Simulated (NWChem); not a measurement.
A series in which one site is exchanged, each optimised at PBE0/def2-SVP with NWChem, gas phase unless a solvent is named. All stand in one matching conformer (torsions within 35°), which need not be the lowest. Some are not confirmed as minima by frequencies. def2 effective core potentials on In; no spin-orbit coupling.

A: [SH][In]([SH])[F] (InH$_{2}$S$_{2}$F; site = In)
B: [F][Ga]([SH])[SH] (GaH₂S₂F; site = Ga)
C: [SH][Al]([SH])[F] (AlH₂S₂F; site = Al)

Values for A:

| Property | Value |
|---|---|
| dipole (D), PBE0/def2-SVP | 2.12 |
| orbital gap (eV), PBE0/def2-SVP | 5.67 |
| vertical ionisation energy, ΔSCF, PBE/def2-SVP (eV) | 9.36 |

Question: How do these values change for the other members?

Answer: 
| change from A | B | C |
|---|---|---|
| dipole (D), PBE0/def2-SVP | -0.36 | -0.86 |
| orbital gap (eV), PBE0/def2-SVP | +1.13 | +1.47 |
| vertical ionisation energy, ΔSCF, PBE/def2-SVP (eV) | +0.18 | +0.18 |
